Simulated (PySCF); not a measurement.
Simulation results for ClGe2H4N, ClGe2H3N

Calculation on a computer-drawn molecule: the log of a Hartree-Fock and frozen-core CCSD(T) single point meant for a local Hartree-Fock minimum, with one planted fault or none, to be diagnosed. Offsets are logged minus clean, where the clean run is the same molecule without the fault. The reference is restricted for singlets and unrestricted otherwise, and also for a bond in bohr or an excited solution. Adding or removing an electron swaps singlet and doublet. The excited solution moves the top pair (singlet) or top alpha electron (doublet) to the lowest empty orbital. Highest occupied and lowest empty are orbital energies over both spins, largest force is the largest gradient component, triples share is (T) over the correlation energy, the T1 limit is 0.02 restricted and 0.045 unrestricted, electrons count all cores, a negative frequency is imaginary (commonest isotopes), and the dipole is about the centre of nuclear charge; on germanium a core potential holds 10 electrons, which the energies leave out, and 3d is frozen in MP2 and coupled-cluster steps. Program: PySCF 2.14.0.

Common to all runs: meant multiplicity 1; meant basis cc-pV(D+d)Z; meant basis and core potential on germanium cc-pVDZ-PP ECP10MDF; logged SCF converged yes; logged CC converged yes; logged SCF stable within its kind yes; possible faults no fault, one electron removed, one electron added, multiplicity raised by two, geometry at a saddle point, SCF held on an excited solution, minimal basis STO-3G, one bond length entered in bohr, all coordinates scaled.

```json
{"entry": 1, "formula": "ClGe2H4N", "logged_structure": {"atoms_angstrom": [["Cl", 0.0446, 0.8625, -1.221], ["Ge", 0.5322, 2.7548, -0.2422], ["N", 1.9806, 2.5304, 0.8473], ["Ge", 2.1212, 2.1312, 2.6394], ["H", -0.681, 3.1348, 0.5841], ["H", 0.8548, 3.7161, -1.3786], ["H", 2.859, 2.5309, 0.3547], ["H", 0.5569, 2.1972, 2.91]]}, "given": {"meant_charge": 0, "logged_electrons": 92, "logged_basis_functions": 103, "logged_spin_squared": 2.0086, "logged_highest_occupied [eV]": -7.2242, "logged_lowest_empty [eV]": -0.57749, "logged_largest_force [hartree/bohr]": 0.037617, "logged_T1_diagnostic": 0.015668, "logged_D1_diagnostic": 0.056288, "logged_triples_share": 0.027281, "logged_dipole_magnitude [debye]": 3.027, "logged_energy_HF [hartree]": -1103.02004, "logged_energy_CCSD(T) [hartree]": -1103.54573, "drawn_bonds_atom": [1, 2, 3, 2, 2, 3, 4], "drawn_bonds_other_atom": [2, 3, 4, 5, 6, 7, 8], "drawn_bonds_order": [1, 1, 1, 1, 1, 1, 1]}, "results": {"planted_fault": "multiplicity raised by two", "HF_energy_offset_from_clean_run [kcal/mol]": 43.35, "CCSD(T)_energy_offset_from_clean_run [kcal/mol]": 56.74}}
{"entry": 2, "formula": "ClGe2H3N", "logged_structure": {"atoms_angstrom": [["Cl", 3.1098, -1.2646, 0.0], ["Ge", 1.51, 0.0584, 0.0], ["N", -0.0592, -0.604, 0.0], ["Ge", -1.6764, -0.0417, 0.0], ["H", 1.9412, 1.5062, 0.0], ["H", -2.769, -1.0817, 0.0], ["H", -2.0564, 1.4274, 0.0]]}, "given": {"meant_charge": 1, "logged_electrons": 90, "logged_basis_functions": 98, "logged_spin_squared": 0.0, "logged_highest_occupied [eV]": -15.978, "logged_lowest_empty [eV]": -4.708, "logged_largest_force [hartree/bohr]": 3.8503e-05, "logged_lowest_frequency [cm^-1]": -78.399, "logged_T1_diagnostic": 0.017082, "logged_D1_diagnostic": 0.051521, "logged_triples_share": 0.033799, "logged_dipole_magnitude [debye]": 5.0777, "logged_energy_HF [hartree]": -1102.19391, "logged_energy_CCSD(T) [hartree]": -1102.71238, "drawn_bonds_atom": [1, 2, 3, 2, 4, 4], "drawn_bonds_other_atom": [2, 3, 4, 5, 6, 7], "drawn_bonds_order": [1, 2, 1, 1, 1, 1]}, "results": {"planted_fault": "geometry at a saddle point", "HF_energy_offset_from_clean_run [kcal/mol]": 3.814, "CCSD(T)_energy_offset_from_clean_run [kcal/mol]": 4.674}}
```
